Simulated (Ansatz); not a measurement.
Relaxation of C$_{2}$H$_{9}$NO$_{2}$Si (15 atoms, charge 0, multiplicity 1), to a largest force component of 0.02 eV/Å in at most 40 steps.

Computed with Ansatz 0.2.0, RKS PBE-D4/6-31G.

```xyz
15
Properties=species:S:1:pos:R:3
Si 0.000 0.000 0.000
N 0.000 0.000 1.820
C -1.216 -0.376 2.555
H -1.864 -1.000 1.905
H -0.938 -0.953 3.461
H -1.766 0.540 2.855
C 1.216 0.376 2.555
H 1.464 -0.416 3.292
H 2.058 0.494 1.842
H 1.046 1.335 3.087
O 1.584 0.000 -0.559
H 1.901 -0.952 -0.676
O -0.791 1.371 -0.559
H -1.749 1.140 -0.782
H -0.688 -1.191 -0.486
```

Question: Where does it end, and by what steps?

Answer: The run converged. Limits of this set-up: no polarisation functions. After 21 steps the energy has fallen by 0.697 eV; H14 moved furthest, 1.70 Å.

```
step  energy less start (eV)  largest force component (eV/Å)  accepted
   0                  0.0000                           3.143       yes
   1                 -0.3340                           1.551       yes
   2                 -0.4574                           0.401       yes
   3                 -0.5056                           0.251       yes
   4                 -0.5430                           0.240       yes
   5                 -0.5735                           0.142       yes
   6                 -0.5579                           1.687        no
   7                 -0.5891                           0.094       yes
   8                 -0.5991                           0.597       yes
   9                 -0.6194                           0.305       yes
  10                 -0.6280                           0.371       yes
  11                 -0.6470                           0.343       yes
  12                 -0.6596                           0.244       yes
  13                 -0.6746                           0.248       yes
  14                 -0.6878                           0.076       yes
  15                 -0.6824                           0.639        no
  16                 -0.6920                           0.054       yes
  17                 -0.6947                           0.216       yes
  18                 -0.6960                           0.112       yes
  19                 -0.6964                           0.103       yes
  20                 -0.6971                           0.036       yes
  21                 -0.6972                           0.015       yes
```

```xyz
15
Properties=species:S:1:pos:R:3
Si -0.309 -0.137 0.027
N -0.044 -0.158 1.774
C -1.072 -0.646 2.697
H -1.834 -1.220 2.143
H -0.623 -1.314 3.458
H -1.585 0.181 3.229
C 1.061 0.571 2.407
H 1.554 -0.061 3.171
H 1.812 0.839 1.646
H 0.718 1.501 2.906
O 1.260 -0.288 -0.723
H 1.887 -0.952 -0.362
O -0.922 1.285 -0.747
H -0.286 1.953 -1.088
H -1.360 -1.184 -0.227
```

Whether the end is a true minimum wasn't checked by a vibrational analysis.

Time of the run: 2.3 min on 1 thread of Arm Neoverse V1, with other jobs on the host, peak memory 0.15 GiB.
